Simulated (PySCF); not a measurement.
## `O(C)C([SiH3])=C=C[SiH3]`, C4H10OSi2

Cartesian coordinates in Å; atom numbers follow the order of the lines, from 1:
```xyz
17

C    -1.2564   -1.5125    0.3151
O    -1.4068   -0.1442    0.0399
C    -0.3479    0.4664   -0.5551
Si   -0.6043    2.3072   -0.8618
C     0.7804   -0.1159   -0.9201
C     1.9550   -0.5999   -1.2533
Si    3.3986   -0.6137   -0.0559
H    -2.1851   -1.8504    0.7920
H    -1.0854   -2.0897   -0.6111
H    -0.4055   -1.6915    0.9963
H     0.6366    2.8589   -1.4759
H    -0.8893    2.9981    0.4314
H    -1.7652    2.5157   -1.7785
H     2.0961   -1.0089   -2.2657
H     3.8841   -2.0128    0.1602
H     4.5418    0.1814   -0.6029
H     2.9582   -0.0315    1.2451
```

Method used: PySCF 2.14.0, quadratic response CAM-B3LYP/aug-cc-pVDZ first hyperpolarisability, Taylor convention, gas phase. Geometry: PBE0-D3(BJ)/def2-SVP.

Task: Give the tensor of the static β(0;0,0) in the axes of these coordinates.

Result: In au, Taylor convention; rows are the first index (the induced dipole):
```tsv
	xx	yy	zz	xy	xz	yz
x	-231.1	+20.6	-53.8	-34.7	+1.3	+9.3
y	-34.7	-68.6	+2.2	+20.6	+9.3	+8.2
z	+1.3	+8.2	+3.4	+9.3	-53.8	+2.2
```
Norm of βᵢ = ⅓ Σⱼ (βᵢⱼⱼ + βⱼᵢⱼ + βⱼⱼᵢ): 283.2 au, hyper-Rayleigh value 114.0 au.
